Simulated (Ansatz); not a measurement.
`O[SiH](O)[SiH](Cl)Cl`, charge 0, multiplicity 1.

Question: Give a relaxed structure at PBE0-D4/def2-TZVP (Ansatz 0.2.0). (Estimate.)

Answer: Computed: 
```xyz
10

O    -1.7673    0.7877   -0.0661
Si   -0.6787   -0.3010    0.4964
O    -0.8030   -1.7934   -0.1759
Si    1.4702    0.3948   -0.1376
Cl    1.2446    1.2426   -2.0073
Cl    2.1500    1.8313    1.1625
H    -1.6384    1.1166   -0.9591
H    -0.9115   -0.3408    1.9595
H    -1.5971   -2.3077   -0.0184
H     2.5311   -0.6300   -0.2539
```
This is one stationary point; other conformers may exist.
